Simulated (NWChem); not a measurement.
# Basis-set convergence for H₂Pb

```xyz
3

Pb     0.0000     0.0000    -0.0314
H      1.3212     0.0000     1.2881
H     -1.3212     0.0000     1.2881
```
Charge 0, spin multiplicity 1.

All runs are NWChem calculations. Structure: optimised with B3LYP/def2-SVP with def2 effective core potentials on Pb, a minimum by its harmonic frequencies.

Quantity: LUMO energy at the level B3LYP.

Effective core potentials replace the inner electrons of Pb; spin-orbit coupling is left out. B3LYP has NWChem's definition, with VWN1-RPA local correlation. The structure started from a generated list of species.

```
basis       functions  LUMO energy (eV)
----------  ---------  ----------------
def2-SVP           36             -3.11
def2-SVPD          48             -3.15
def2-TZVP          62             -3.16
def2-TZVPD         74             -3.17
def2-TZVPP         78             -3.17
def2-QZVP         142             -3.16
```

Smallest basis within 0.2 eV of def2-QZVP, the largest set run: def2-SVP, with 36 functions against 142 (also within reach: def2-SVPD, def2-TZVP, def2-TZVPD, def2-TZVPP). def2-QZVP isn't the basis-set limit itself, and a small set can land close by cancellation.
